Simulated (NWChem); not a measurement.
System: ZnSiH3F; SMILES [Zn]([F])[SiH3]

The following NWChem deck was run.

```
start job
memory heap 200 mb stack 900 mb global 1100 mb
geometry units angstroms noautosym nocenter noautoz
  Zn    -0.257583     0.498048    -0.000250
  F     -0.188302     2.247972    -0.000459
  Si    -0.349668    -1.839683     0.000033
  H      0.270890    -2.398477    -1.241487
  H     -1.765408    -2.319280     0.065156
  H      0.383523    -2.402527     1.176627
end
basis spherical
  * library def2-svpd
end
dft
  xc xpbe96 cpbe96
  iterations 150
end
property
  response 1 0.0
end
task dft property
```

Parts of the log:

```
             Northwest Computational Chemistry Package (NWChem) 7.3.0
             --------------------------------------------------------

                             Geometry "geometry" -> ""
                             -------------------------

 Output coordinates in angstroms (scale by  1.889725989 to convert to a.u.)

  No.       Tag          Charge          X              Y              Z
 ---- ---------------- ---------- -------------- -------------- --------------
    1 Zn                  30.0000    -0.25758300     0.49804800    -0.00025000
    2 F                    9.0000    -0.18830200     2.24797200    -0.00045900
    3 Si                  14.0000    -0.34966800    -1.83968300     0.00003300
    4 H                    1.0000     0.27089000    -2.39847700    -1.24148700
    5 H                    1.0000    -1.76540800    -2.31928000     0.06515600
    6 H                    1.0000     0.38352300    -2.40252700     1.17662700

 Effective nuclear repulsion energy (a.u.)     226.2533864648

  pbe96 is a nonlocal functional; adding pw91lda local functional.
                              NWChem Property Module
                              ----------------------

                                 NWChem DFT Module
                                 -----------------

 Summary of "ao basis" -> "ao basis" (spherical)
 ------------------------------------------------------------------------------
       Tag                 Description            Shells   Functions and Types
 ---------------- ------------------------------  ------  ---------------------
 Zn                        def2-svpd                12       34   5s4p2d1f
 F                         def2-svpd                 9       23   4s3p2d
 Si                        def2-svpd                10       24   5s3p2d
 H                         def2-svpd                 4        8   2s2p

            General Information
            -------------------
          SCF calculation type: DFT
          Wavefunction type:  closed shell.
          No. of atoms     :     6
          No. of electrons :    56
           Alpha electrons :    28
            Beta electrons :    28
          Charge           :     0
          Spin multiplicity:     1
          Use of symmetry is: off; symmetry adaption is: off
          Maximum number of iterations: 150
          AO basis - number of functions:   105
                     number of shells:    43
          Convergence on energy requested:  1.00D-06
          Convergence on density requested:  1.00D-05
          Convergence on gradient requested:  5.00D-04

              XC Information
              --------------
          PerdewBurkeErnzerhof Exchange Functional  1.000
            Perdew 1991 LDA Correlation Functional  1.000 local
           PerdewBurkeErnz. Correlation Functional  1.000 non-local

             Grid Information
             ----------------
          Grid used for XC integration:  medium
          Radial quadrature: Mura-Knowles
          Angular quadrature: Lebedev.
          Tag              B.-S. Rad. Rad. Pts. Rad. Cut. Ang. Pts.
          ---              ---------- --------- --------- ---------
          Zn                  1.35      112          11.0       590
          F                   0.50       49          13.0       434
          Si                  1.10       88          12.0       590
          H                   0.35       45          13.0       434
          Grid pruning is: on
          Number of quadrature shells:   384
          Spatial weights used:  Erf1

      Superposition of Atomic Density Guess
      -------------------------------------

 Sum of atomic energies:       -2167.09555208

      Non-variational initial energy
      ------------------------------

 Total energy =   -2167.479929
 1-e energy   =   -3476.333842
 2-e energy   =    1082.600527
 HOMO         =      -0.345804
 LUMO         =      -0.013969

   convergence    iter        energy       DeltaE   RMS-Dens  Diis-err
 ---------------- ----- ----------------- --------- --------- ---------
 d= 0,ls=0.0,diis     1  -2169.5131288607 -2.40D+03  3.52D-02  8.66D-01
 d= 0,ls=0.0,diis     2  -2165.6253811774  3.89D+00  2.66D-02  3.65D+01
 d= 0,ls=0.0,diis     3  -2169.6010376848 -3.98D+00  3.47D-03  3.99D-01
 d= 0,ls=0.0,diis     4  -2169.6296980232 -2.87D-02  2.09D-03  8.47D-02
 d= 0,ls=0.0,diis     5  -2169.6352385610 -5.54D-03  7.72D-04  1.02D-02
  Resetting Diis
 d= 0,ls=0.0,diis     6  -2169.6360120988 -7.74D-04  1.85D-04  1.53D-04
 d= 0,ls=0.0,diis     7  -2169.6360347120 -2.26D-05  1.36D-04  2.25D-05
 d= 0,ls=0.0,diis     8  -2169.6360318911  2.82D-06  6.76D-05  5.14D-05
 d= 0,ls=0.0,diis     9  -2169.6360385465 -6.66D-06  1.46D-05  7.03D-06
 d= 0,ls=0.0,diis    10  -2169.6360391803 -6.34D-07  1.85D-06  1.27D-07

         Total DFT energy =    -2169.636039180305
      One electron energy =    -3474.308147677243
           Coulomb energy =     1181.428359913293
    Exchange-Corr. energy =     -103.009637881109
 Nuclear repulsion energy =      226.253386464754

 Numeric. integr. density =       56.000007860674

                       DFT Final Molecular Orbital Analysis
                       ------------------------------------

[...]

 DFT Linear Response polarizability / au
 Frequency  =       0.0000000 / au
              X              Y              Z
 -----------------------------------------------
 X      49.2113072      1.0651199      0.0000122
 Y       1.0651105     76.2075369     -0.0032743
 Z       0.0000122     -0.0032743     49.1702919
 -----------------------------------------------
 Eigenvalues =      49.1693281     76.2494957     49.1703122
 Isotropic   =      58.1963787
 Anisotropic =      27.0796756
 -----------------------------------------------

 Magnetic Dipole Response Matrix (nonzero elements):

 Exiting AOResponse driver routine
```

Level: PBE/def2-SVPD. All runs use the structure optimised with PBE0/def2-SVP.
